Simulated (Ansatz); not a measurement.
The cluster B2O3 was relaxed with PBE-D4 (def2-SVP) in Ansatz in these states: neutral quintet, neutral singlet, neutral triplet. The geometries follow in no particular order.

A:

```xyz
5

B    -1.184    0.368   -0.666
B     0.964    0.171    1.011
O     2.073   -0.020    0.260
O    -0.143    0.348    0.224
O    -1.710   -0.867   -0.829
```

B:

```xyz
5

B     0.287    0.973    0.842
B    -0.285   -0.976   -0.839
O    -0.556   -1.867   -1.626
O     0.010   -0.015    0.014
O     0.544    1.885    1.609
```

C:

```xyz
5

B     0.647    0.081    1.392
B    -0.100   -0.201   -1.151
O    -0.555   -0.290   -2.288
O     0.456   -0.133    0.036
O    -0.448    0.544    2.010
```

Q: Judge from the bond lengths which geometry belongs to which state (an estimate).

A: A is the neutral quintet (B2–O3 1.353 Å, B1–O5 1.353 Å, B1–O4 1.370 Å); B is the neutral singlet (B2–O3 1.219 Å, B1–O5 1.219 Å, B1–O4 1.318 Å); C is the neutral triplet (B2–O3 1.228 Å, B1–O5 1.340 Å, B1–O4 1.387 Å).

At PBE0-D4/def2-TZVP a singlet lies 8.34 eV below the neutral quintet. At PBE0-D4/def2-TZVP a singlet lies 4.13 eV below the neutral triplet. These are the stationary points nearest to one start from a short search; other shapes may lie lower in each state.
